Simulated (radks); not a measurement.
Coherent X-ray form factor from a spherical all-electron density. Calculated with a radial shooting solver on a logarithmic mesh with Libxc functionals: Dirac Kohn-Sham, PBE, spin-unpolarised, spherical densities, point nucleus.

sin(theta)/lambda (1/angstrom),f0 (electrons)
0.05,42.582
0.1,41.385
0.15,39.559
0.2,37.312
0.25,34.862
0.3,32.393
0.4,27.902
0.5,24.345
0.6,21.686
0.8,18.038
1,15.272
1.25,12.212
1.5,9.690
2,6.663

The species is in the configuration that NIST lists as its ground one. Which atom or ion scatters so?

Answer. The silver ion Ag4+, [Kr] 4d7. Extrapolating in s^2 from the first two rows gives f0(0) = 43.0, near the electron count 43; among species with that count, the fall with angle is slower the higher Z, and the table is that of Z = 47; from so few rows the species is fixed only to a neighbour or two.
